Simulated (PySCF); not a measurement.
Several molecules and their computed UV-vis stick spectra, shuffled. Computed, not measured: TDDFT CAM-B3LYP/def2-SVPD, vertical, gas phase, core orbitals frozen in the response, def2 core potentials past Kr in PySCF. Geometries: PBE0-D3(BJ)/def2-SVP; one conformer of each isolated species. Triplets are in the Tamm–Dancoff approximation. Atoms past krypton carry core potentials; spin–orbit coupling is left out.

A. `CC[O][SnH]([CH3])[CH3]`
B. `C([C](F)([GeH3])F)(F)(F)F`
C. `O[B](O)[GeH2][SH]`
D. `C=N[SiH]1SCCS1`
E. `C=CSC1=CC=CC=C1`

Lowest singlet levels (six at most, fewer where fewer were computed) with oscillator strengths:

1. 4.74 eV (f 0.000); 5.40 eV (f 0.003); 5.47 eV (f 0.003); 5.91 eV (f 0.230); 5.95 eV (f 0.019); 6.05 eV (f 0.072); T1 3.88 eV
2. 6.24 eV (f 0.006); 6.93 eV (f 0.015); 7.09 eV (f 0.107); 7.15 eV (f 0.020); 7.18 eV (f 0.072); 7.44 eV (f 0.061); T1 5.80 eV
3. 8.52 eV (f 0.066); 8.69 eV (f 0.001); 8.80 eV (f 0.078); 8.97 eV (f 0.112); 9.08 eV (f 0.000); 9.20 eV (f 0.141)
4. 5.42 eV (f 0.016); 5.76 eV (f 0.007); 6.33 eV (f 0.027); 6.62 eV (f 0.043); 6.94 eV (f 0.054); 7.06 eV (f 0.026); T1 5.03 eV
5. 4.07 eV (f 0.000); 5.34 eV (f 0.006); 5.57 eV (f 0.001); 5.68 eV (f 0.028); 5.87 eV (f 0.012); 6.55 eV (f 0.032); T1 3.48 eV

**Question.** Match each spectrum to its molecule.

**Answer.** 1 = E, 2 = A, 3 = B, 4 = C, 5 = D.
- A: S1 at 6.24 eV, HOMO→LUMO+1 (72%), HOMO→LUMO+3 (10%); Löwdin shares by element: HOMO oxygen 57%, carbon 14% or more, hydrogen 12% or more (atoms not listed hold the other 18%); LUMO tin 41%, carbon 21% or more, hydrogen 8% or more (atoms not listed hold the other 30%); HOMO -8.54 and LUMO 0.82 eV.
- B: S1 at 8.52 eV, HOMO→LUMO+1 (70%), HOMO→LUMO+2 (19%); Löwdin shares by element: HOMO fluorine 32% or more, carbon 26% or more, germanium 20% (atoms not listed hold the other 22%); LUMO germanium 53%, hydrogen 34%; HOMO -10.80 and LUMO 0.70 eV; point group Cs, 1 of its 6 listed states under f = 0.0005.
- C: S1 at 5.42 eV, HOMO→LUMO+1 (71%), HOMO→LUMO (13%); Löwdin shares by element: HOMO sulfur 74%, hydrogen 11% or more, germanium 11%; LUMO oxygen 35%, boron 31%, hydrogen 12% or more (atoms not listed hold the other 22%); HOMO -8.14 and LUMO -0.09 eV.
- D: S1 at 4.07 eV, HOMO-2→LUMO (61%), HOMO-1→LUMO (34%); Löwdin shares by element: HOMO sulfur 74%, carbon 7% or more, silicon 7%; LUMO carbon 40% or more, nitrogen 30%, silicon 8%, hydrogen 6% or more (atoms not listed hold the other 17%); HOMO -8.32 and LUMO -0.06 eV.
- E: S1 at 4.74 eV, HOMO→LUMO (93%); Löwdin shares by element: HOMO sulfur 45%, carbon 45% or more; LUMO carbon 61% or more (atoms not listed hold the other 39%); HOMO -7.56 and LUMO 0.21 eV.
